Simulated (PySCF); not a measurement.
## From MP2 to CCSD(T): MF along the fourth-period p block

MP2 and CCSD(T) in PySCF with def2-TZVPP on every atom, for the lowest determinant that a PBE0 search found; no spin–orbit coupling.

| molecule | state (unpaired electrons) | MP2 Re (Å) | MP2 ωe (cm⁻¹) | MP2 De (eV) | CCSD(T) Re (Å) | CCSD(T) ωe (cm⁻¹) | CCSD(T) De (eV) |
| --- | --- | --- | --- | --- | --- | --- | --- |
| GaF | singlet (closed shell) | 1.781 | 631 | 6.32 | ? | ? | ? |
| GeF | doublet (π ↑) | 1.754 | 676 | 5.41 | 1.753 | 677 | 5.13 |
| AsF | triplet (π ↑↑) | 1.743 | 696 | 4.16 | 1.743 | 694 | 3.95 |
| SeF | doublet (π ↑) | 1.741 | 706 | 3.45 | 1.743 | 696 | 3.21 |
| BrF | singlet (closed shell) | 1.759 | 693 | 2.76 | 1.766 | 671 | 2.50 |

(1) Estimate the CCSD(T) values of GaF by adding the mean shift from MP2 to CCSD(T) of the other rows, and compare with the calculation.

(2) What are the mean differences of MP2 from CCSD(T) over the whole series?

In a basis of this size CCSD(T) is itself not converged; it tends to give bonds that are too long and too weak.

Correlated steps freeze 10 core orbitals. Where the molecule has an RHF reference, its open-shell atoms are computed with UHF. States were picked by a PBE0 search and need not be the measured ground states.

Answers

(1) The mean shifts are +0.2 pm, -8 cm⁻¹ and -0.25 eV, which give 1.783 Å, 623 cm⁻¹ and 6.07 eV. CCSD(T)/def2-TZVPP gives Re = 1.781 Å, ωe = 634 cm⁻¹, De = 5.98 eV.

(2) Re -0.2 pm, ωe +6 cm⁻¹, De +0.27 eV.
